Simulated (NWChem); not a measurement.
System: C4H4ClF; SMILES C([C@H](CCl)F)#C

Excerpt of the output:

```
             Northwest Computational Chemistry Package (NWChem) 7.3.0
             --------------------------------------------------------

                             Geometry "geometry" -> ""
                             -------------------------

 Output coordinates in angstroms (scale by  1.889725989 to convert to a.u.)

  No.       Tag          Charge          X              Y              Z
 ---- ---------------- ---------- -------------- -------------- --------------
    1 C                    6.0000    -0.69260700    -2.97478400    -0.04575600
    2 C                    6.0000    -0.24635600    -1.86422300     0.12993000
    3 C                    6.0000     0.26785900    -0.50984900     0.34315700
    4 F                    9.0000     1.56593500    -0.41661200    -0.08706800
    5 C                    6.0000    -0.58777600     0.50316800    -0.39807200
    6 Cl                  17.0000    -0.08558600     2.16812300    -0.02956100
    7 H                    1.0000    -1.08078500    -3.96554500    -0.19952900
    8 H                    1.0000     0.25183400    -0.27767900     1.42341400
    9 H                    1.0000    -0.49036200     0.34531000    -1.48096500
   10 H                    1.0000    -1.64131600     0.38786700    -0.11062900

 Effective nuclear repulsion energy (a.u.)     261.1244921906

                                 NWChem DFT Module
                                 -----------------

 Summary of "ao basis" -> "ao basis" (spherical)
 ------------------------------------------------------------------------------
       Tag                 Description            Shells   Functions and Types
 ---------------- ------------------------------  ------  ---------------------
 C                          def2-svp                 6       14   3s2p1d
 F                          def2-svp                 6       14   3s2p1d
 Cl                         def2-svp                 8       18   4s3p1d
 H                          def2-svp                 3        5   2s1p

 in cosmo_initialize ...
 calling solv_data for solv:h2o

 solvent parameters
 solvname_short: h2o
 solvname_long:  water
 dielec:       78.4000
 dielecinf:     1.7769
 aqueous SMD model solvent descriptors
 dielec:       78.4000
 sola:          0.8200

[...]

                                COSMO-SMD solvation results
                                ---------------------------

             internal energy in gas <Psi(g)|H|Psi(g)> =      -714.467844395529
         internal energy in solvent <Psi(s)|H|Psi(s)> =      -714.466315288467
                               delta internal energy  =         0.001529107062 (    0.96 kcal/mol)
   total free energy in solvent <Psi(s)|H+V/2|Psi(s)> =      -714.478224112813
 polarization energy contribution <Psi(s)|V/2|Psi(s)> =        -0.011908824346 (   -7.47 kcal/mol)
    total free energy in solvent including G(SMD-CDS) =      -714.471114117340
                       G(SMD-CDS) energy contribution =         0.007109995473 (    4.46 kcal/mol)
     1 M fixed-concentration free energy of solvation =        -0.003269721811 (   -2.05 kcal/mol)

                       DFT Final Molecular Orbital Analysis
                       ------------------------------------

 Vector   25  Occ=2.000000D+00  E=-3.033375D-01
              MO Center= -2.9D-01, -4.0D-01,  2.7D-02, r^2= 6.2D+00
   Bfn.  Coefficient  Atom+Function         Bfn.  Coefficient  Atom+Function
  ----- ------------  ---------------      ----- ------------  ---------------
    81      0.404587   6 Cl px               78      0.297341   6 Cl px
    20      0.247709   2 C  pz                6      0.243238   1 C  pz
     4     -0.190358   1 C  px               18     -0.179785   2 C  px
    75      0.172470   6 Cl px                9      0.145776   1 C  pz
    23      0.141931   2 C  pz               82     -0.130938   6 Cl py

 Vector   26  Occ=2.000000D+00  E=-2.969046D-01
              MO Center= -2.5D-01,  9.5D-01, -7.9D-02, r^2= 4.9D+00
   Bfn.  Coefficient  Atom+Function         Bfn.  Coefficient  Atom+Function
  ----- ------------  ---------------      ----- ------------  ---------------
    83      0.463291   6 Cl pz               80      0.335446   6 Cl pz
    81     -0.312155   6 Cl px               78     -0.224339   6 Cl px
    77      0.194603   6 Cl pz                4     -0.156000   1 C  px
    18     -0.149199   2 C  px               99      0.144272   9 H  s
   104     -0.137249  10 H  s                 6      0.132060   1 C  pz

 Vector   27  Occ=2.000000D+00  E=-2.898675D-01
              MO Center= -3.1D-01, -1.1D+00,  3.6D-02, r^2= 5.0D+00
   Bfn.  Coefficient  Atom+Function         Bfn.  Coefficient  Atom+Function
  ----- ------------  ---------------      ----- ------------  ---------------
     6      0.305252   1 C  pz               20      0.267887   2 C  pz
    81     -0.205412   6 Cl px                9      0.186120   1 C  pz
    83     -0.176166   6 Cl pz               82      0.161746   6 Cl py
     4      0.159132   1 C  px               23      0.147105   2 C  pz
    78     -0.147636   6 Cl px               34     -0.145273   3 C  pz

 Vector   28  Occ=0.000000D+00  E= 2.879877D-03
              MO Center= -2.9D-01, -1.5D+00,  2.7D-02, r^2= 4.4D+00
   Bfn.  Coefficient  Atom+Function         Bfn.  Coefficient  Atom+Function
  ----- ------------  ---------------      ----- ------------  ---------------
     7      0.524462   1 C  px               59     -0.526626   5 C  s
    21     -0.417997   2 C  px                4      0.358767   1 C  px
    82     -0.353364   6 Cl py               18     -0.318625   2 C  px
    35     -0.280240   3 C  px               74      0.226191   6 Cl s
    45      0.221006   4 F  s                 8     -0.182126   1 C  py

[...]
```

Level: B3LYP/def2-SVP, SMD on the gas-phase geometry. The geometry was optimised at PBE0/def2-SVP. Solvent: water.

Question: Which NWChem input produces such a log?

Answer: One answer among several that fit: the input that was run:
```
start job
memory heap 200 mb stack 900 mb global 1100 mb
geometry units angstroms noautosym nocenter noautoz
  C     -0.692607    -2.974784    -0.045756
  C     -0.246356    -1.864223     0.129930
  C      0.267859    -0.509849     0.343157
  F      1.565935    -0.416612    -0.087068
  C     -0.587776     0.503168    -0.398072
  Cl    -0.085586     2.168123    -0.029561
  H     -1.080785    -3.965545    -0.199529
  H      0.251834    -0.277679     1.423414
  H     -0.490362     0.345310    -1.480965
  H     -1.641316     0.387867    -0.110629
end
basis spherical
  * library def2-svp
end
dft
  xc b3lyp
  iterations 150
end
cosmo
  do_cosmo_smd true
  solvent water
end
task dft energy
```
